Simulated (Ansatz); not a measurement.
Gas-phase electronic energies from Ansatz, PBE0-D4/def2-TZVP geometries. CCSD(T)/CBS is the MP2 limit (def2-TZVPP, def2-QZVPP) plus CCSD(T) − MP2 in def2-TZVPP, frozen cores. DFT in def2-TZVPP. For Ge outer-core shells are correlated without core-valence functions, which leaves a few kJ/mol of doubt a bond. Scalar relativity is left out up to krypton. Each species was taken in one conformer, which may not be the lowest.

Reaction (cleavage of the Ge–Al bond): `C[S][AlH][GeH3]` + `O[SiH](F)F` → `F[SiH](F)[O][GeH3]` + `C[S][AlH2]`

```
        level  ΔE (eV)
    r2SCAN-D4    -0.02
      ωB97M-V    -0.10
          PBE     0.11
HF/def2-TZVPP    -0.38
```

(1) What does CCSD(T)/CBS give? (Best estimate.)

Largest T1 diagnostic among the species: 0.012.

Results:

(1) The calculation gave: -0.06 eV. The listed levels differ from it by 0.04, -0.04, 0.17, -0.32 eV.

In def2-TZVPP, CCSD(T) changes the Hartree–Fock value by +0.28 eV (the triples alone add +0.03 eV) and MP2 by +0.25 eV. From PBE to PBE0 (25 % exact exchange), in def2-TZVPP and without D4, ΔE moves by −0.05 eV.
